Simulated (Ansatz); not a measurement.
FHOZn, SMILES `[OH][Zn][F]`. The species carries charge 0 and has multiplicity 1. Geometry: relaxed with PBE0-D4/def2-TZVP. It is one conformer, not always the lowest.

```xyz
4

O     0.838    0.356   -0.822
Zn   -0.157   -0.263    0.491
F    -1.039   -0.918    1.838
H     0.358    0.826   -1.506
```

(1) What is the dipole moment at B3LYP/def2-TZVPP? (Best estimate.)

(2) And with PBE, r2SCAN, ωB97M-V? (Best estimate.)

(3) Give the Mulliken charges with B3LYP, r2SCAN, ωB97M-V in def2-TZVPP. (An estimate is asked.)

Results:

(1) Ansatz gave: 2.01 D, with components (-0.37, 1.04, -1.68) D in this frame, pointing from negative to positive charge.

(2) Computed: PBE 1.95 D, r2SCAN 1.99 D, ωB97M-V 1.98 D.

(3) The calculation gave: 
```
atom  B3LYP  r2SCAN  ωB97M-V
  O1  -0.48   -0.50    -0.49
 Zn2   0.76    0.76     0.78
  F3  -0.47   -0.47    -0.48
  H4   0.20    0.21     0.18
```

B3LYP here is the variant with VWN-RPA as its local correlation; programs differ in this.
